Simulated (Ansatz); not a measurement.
System: NbO₃, charge 0, multiplicity 2. The spin state was set by rule; other spins were not relaxed. SMILES: [O]=[Nb]1[O][O]1
Coordinates optimised at B3LYP-D3(BJ)/def2-TZVP (Ansatz, a first-principles code):
```
Nb
O 1 1.7147
O 1 1.9370 2 121.64
O 3 1.4687 1 67.72 2 -104.62
```
Charge 0, spin multiplicity 2.

Parts of the frozen-core correlation energy in def2-TZVPP (Ansatz, hartree). Frozen orbitals: 7; correlated occupied orbitals by spin: 12 and 11; virtual: 130 and 131. Open shells are spin-unrestricted. No spin-orbit coupling. In def2 rows, elements after Kr have scalar-relativistic effective core potentials.

```
term                            value
-------------------------  ----------
reference (HF)             -280.99957
MP2 opposite-spin            -0.64336
MP2 same-spin                -0.25289
CCSD correlation             -0.85931
(T)                          -0.05328
T1 diagnostic                   0.038
largest doubles amplitude       0.041
<S^2> of the reference          0.767
```
